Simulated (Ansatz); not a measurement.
Na4H5⁻. The state is a singlet with charge -1. Geometry relaxed at PBE-D4/def2-SVPD.

```xyz
9

Na   -0.378    2.096   -0.594
Na   -0.321   -0.649   -2.088
Na    0.485   -2.078    0.569
Na    0.441    0.666    2.058
H     0.820    0.115   -0.188
H     0.532   -1.442    2.670
H    -1.058    1.366   -2.546
H    -0.214   -2.734   -1.406
H    -0.308    2.658    1.525
```

The structure comes from a short search, and lower isomers may exist.

Problem. Estimate the harmonic wavenumbers at RKS PBE-D4/def2-SVPD (Ansatz, unscaled). Is this a minimum?

Solution. 66, 93, 168, 168, 169, 169, 252, 280, 316, 317, 538, 590, 595, 596, 688, 690, 699, 716, 777, 834, 835 cm⁻¹. Yes, no mode is imaginary beyond noise. Zero-point energy 57.1 kJ/mol. Run time 99 s (4 threads of Intel Xeon on a shared host).
